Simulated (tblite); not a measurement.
C7H7O (doublet state).
Bonds: C1–O2, O2–C3, C3–C4 (aromatic), C4–C5 (aromatic), C5–C6 (aromatic), C6–C7 (aromatic), C7–C8 (aromatic), C3–C8 (aromatic). Hydrogens: H9, H10, H11 on C1; H12 on C4; H13 on C6; H14 on C7; H15 on C8.

Computed geometry: GFN2-xTB, gas phase. This method treats the open shell by occupation alone, without spin polarisation.

List the bond lengths, angles and torsions at this level.

```tsv
bond	length (Å)
C1–O2	1.406
O2–C3	1.361
C3–C4	1.400
C4–C5	1.363
C5–C6	1.361
C6–C7	1.396
C7–C8	1.378
C3–C8	1.396
C1–H9, C1–H10, C1–H11	1.093
C4–H12	1.079
C6–H13	1.078
C7–H14	1.080
C8–H15	1.079
```

Bonds in one row agree within 0.01 Å and their mean is given. A selection of angles:
```tsv
angle	degrees
C1–O2–C3	118.5
O2–C3–C4	124.6
O2–C3–C8	116.6
C4–C3–C8	118.8
C3–C4–C5	117.4
C4–C5–C6	125.9
C5–C6–C7	116.3
C6–C7–C8	120.5
C3–C8–C7	121.1
```

Torsions: C1–O2–C3–C4 0° (synperiplanar).

C8 (carbon bonded to 2 C and H) is planar (angles 121.1°, 120.9° and 118.1°, sum 360.0°, 0.00 Å off the plane of its three neighbours). The C–C distances run from 1.361 Å (C5–C6, aromatic) to 1.400 Å (C3–C4, aromatic), a spread of 0.039 Å. Of the pairs four or more bonds apart, C1···H12 is among the closest relative to their van der Waals radii: 2.55 Å, 88 % of the sum of Bondi's values. C6 (carbon bonded to 2 C and H) is planar (angles 122.7°, 121.0° and 116.3°, sum 360.0°, 0.00 Å off the plane of its three neighbours). The 8 heavy atoms lie in one plane (0.000 Å rms). The 6-membered ring C3–C4–C5–C6–C7–C8 has internal angles of 116.3° to 125.9° (sum 720°, against 720° for a flat polygon); it is planar, 0.00 Å rms from its mean plane, widest ring torsion 0°. C5 (carbon bonded to 2 C) is bent (angle 125.9°).

Point group: Cs (every atom within 0.08 Å of its image). Its GFN2-xTB frequencies are all real (lowest 88 cm⁻¹).

One conformer stands for the species.
